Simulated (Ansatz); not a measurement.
Cost and result for the atomization energy of CH$_{4}$BFN$_{2}$, SMILES `N=C(N)BF` (9 atoms, 8 bonds).

```tsv
atom	x (Å)	y (Å)	z (Å)
N1	-1.475	-0.524	0.325
C2	-0.282	-0.125	0.092
N3	0.872	-0.850	0.244
B4	-0.076	1.365	-0.392
F5	-1.106	2.166	-0.491
H6	-1.502	-1.502	0.625
H7	0.830	-1.841	0.413
H8	1.733	-0.492	-0.131
H9	1.006	1.802	-0.686
```

The species carries charge 0 and has multiplicity 1. All single points use the PBE0-D4/def2-TZVP geometry. It is one conformer, not always the lowest. Program: Ansatz. Hardware: A = 2 threads of an AMD EPYC 7R13 on a shared host; B = 2 threads of an AMD EPYC 7R13 on a shared host and a share of an NVIDIA H100 80 GB. Times are those of one run each, without the atoms' runs, and a repeat can differ threefold. Electronic energies, without spin–orbit coupling; frozen cores. CCSD(T)/CBS extrapolates def2-TZVPP and def2-QZVPP, and its time is that of the two runs behind it. T1 = 0.014. B3LYP takes the VWN-RPA correlation (the form of Gaussian; ORCA's B3LYP/G).

CCSD(T)/CBS is a level of theory with its own doubt, some kJ/mol a heavy atom from the limit and from the frozen cores, so smaller differences don't rank the functionals.

```csv
level,functions,wall time
PBE-D4/def2-TZVPP (with forces) [A],211,2.3 s
PBE0-D4/def2-TZVPP [A],211,2.5 s
B3LYP-D4/def2-TZVPP (with forces) [A],211,3.6 s
r2SCAN-D4/def2-TZVPP (with forces) [A],211,3.8 s
B2PLYP/def2-TZVPP [A],211,5 s
ωB97X-V/def2-TZVPP [A],211,6.5 s
ωB97M-V/def2-TZVPP (with forces) [A],211,8.5 s
CCSD(T)/def2-TZVPP [B],211,20 s
CCSD(T)/def2-QZVPP [B],405,36 s
CCSD(T)/CBS(def2),–,56 s
```

What atomization energy does each give, and how far from CCSD(T)/CBS? (Best estimate.)

The calculation gave: 
```json
{"level": "PBE-D4/def2-TZVPP (with forces) [A]", "atomization (kJ/mol)": "3714.8", "difference from CCSD(T)/CBS": "162.1", "per bond": "20.3"}
{"level": "PBE0-D4/def2-TZVPP [A]", "atomization (kJ/mol)": "3597.1", "difference from CCSD(T)/CBS": "44.4", "per bond": "5.6"}
{"level": "B3LYP-D4/def2-TZVPP (with forces) [A]", "atomization (kJ/mol)": "3600.2", "difference from CCSD(T)/CBS": "47.5", "per bond": "5.9"}
{"level": "r2SCAN-D4/def2-TZVPP (with forces) [A]", "atomization (kJ/mol)": "3579.2", "difference from CCSD(T)/CBS": "26.5", "per bond": "3.3"}
{"level": "B2PLYP/def2-TZVPP [A]", "atomization (kJ/mol)": "3554.0", "difference from CCSD(T)/CBS": "1.3", "per bond": "0.2"}
{"level": "ωB97X-V/def2-TZVPP [A]", "atomization (kJ/mol)": "3585.8", "difference from CCSD(T)/CBS": "33.1", "per bond": "4.1"}
{"level": "ωB97M-V/def2-TZVPP (with forces) [A]", "atomization (kJ/mol)": "3594.7", "difference from CCSD(T)/CBS": "42.0", "per bond": "5.3"}
{"level": "CCSD(T)/def2-TZVPP [B]", "atomization (kJ/mol)": "3445.9", "difference from CCSD(T)/CBS": "-106.8", "per bond": "-13.3"}
{"level": "CCSD(T)/def2-QZVPP [B]", "atomization (kJ/mol)": "3509.6", "difference from CCSD(T)/CBS": "-43.1", "per bond": "-5.4"}
{"level": "CCSD(T)/CBS(def2)", "atomization (kJ/mol)": "3552.7", "difference from CCSD(T)/CBS": "0.0", "per bond": "0.0"}
```

The D4 term adds +22.7 kJ/mol with B3LYP and +11.8 kJ/mol with PBE0; it sums over pairs of atoms, weighted by their polarisabilities, and B3LYP, whose exchange is more repulsive, gets the larger term. In def2-TZVPP, CCSD(T) changes the Hartree–Fock value by +995.3 kJ/mol (the triples alone add +69.5 kJ/mol) and MP2 by +1092.6 kJ/mol; breaking electron pairs costs correlation energy, which Hartree–Fock lacks. From PBE to PBE0 (25 % exact exchange), in def2-TZVPP and without D4, the atomization energy moves by −115.3 kJ/mol: exact exchange takes away binding that semilocal exchange gives to molecules.
